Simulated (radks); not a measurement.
Results of a calculation; reference values are marked as such.
Tl, 81 electrons, occupied as [Hg] 6p1.

Code: a radial shooting solver on a logarithmic mesh with Libxc functionals. Model: Dirac Kohn-Sham, PBE, spin-unpolarised, spherical densities, point nucleus; open shells fill j = l - 1/2 first.

Energy parts (hartree):
total: -20288.8842
kinetic: 23520.7167
electron-nucleus: -51281.3931
Hartree: 7853.7438
exchange-correlation: -381.9517

Orbitals (lengths in bohr, moments of r in powers of bohr):
| orbital | occ. | eigenvalue (hartree) | <1/r> | <r> |
|---|---|---|---|---|
| 1s1/2 | 2 | -3141.695 | 99.55 | 0.01631 |
| 2s1/2 | 2 | -558.8660 | 24.56 | 0.06805 |
| 2p1/2 | 2 | -536.3596 | 24.49 | 0.05589 |
| 2p3/2 | 4 | -460.4351 | 19.69 | 0.06469 |
| 3s1/2 | 2 | -133.3632 | 9.006 | 0.1770 |
| 3p1/2 | 2 | -123.2367 | 8.913 | 0.1674 |
| 3p3/2 | 4 | -106.3569 | 7.658 | 0.1835 |
| 3d3/2 | 4 | -89.69193 | 7.557 | 0.1595 |
| 3d5/2 | 6 | -86.08813 | 7.276 | 0.1644 |
| 4s1/2 | 2 | -29.74821 | 3.819 | 0.3914 |
| 4p1/2 | 2 | -25.38870 | 3.708 | 0.3931 |
| 4p3/2 | 4 | -21.28503 | 3.274 | 0.4274 |
| 4d3/2 | 4 | -14.18300 | 3.075 | 0.4334 |
| 4d5/2 | 6 | -13.41759 | 2.976 | 0.4445 |
| 4f5/2 | 6 | -4.25092 | 2.625 | 0.4645 |
| 4f7/2 | 8 | -4.08193 | 2.587 | 0.4710 |
| 5s1/2 | 2 | -4.78022 | 1.571 | 0.8778 |
| 5p1/2 | 2 | -3.31878 | 1.446 | 0.9419 |
| 5p3/2 | 4 | -2.57579 | 1.285 | 1.036 |
| 5d3/2 | 4 | -0.59722 | 0.9723 | 1.360 |
| 5d5/2 | 6 | -0.51667 | 0.9312 | 1.418 |
| 6s1/2 | 2 | -0.33516 | 0.5143 | 2.495 |
| 6p1/2 | 1 | -0.10432 | 0.3710 | 3.469 |
| 6p3/2 | 0 | -0.06792 | 0.3094 | 4.139 |

The highest occupied level is 6p1/2 at -2.839 eV. Summed over all electrons, <r^2> = 68.17 bohr^2, which gives a Langevin (diamagnetic) susceptibility term of -54 x 10^-6 cm^3/mol. For comparison, the ionisation energy in NIST's Atomic Spectra Database is 6.108 eV (measured). In exact Kohn-Sham theory the highest level is minus the ionisation energy, but local and semilocal functionals leave it too shallow, through self-interaction and a potential that decays too fast; potentials with the right tail come closer.

Beside tabulated values, note that spin-unpolarised runs miss the spin-polarisation part of the exchange energy of open shells.
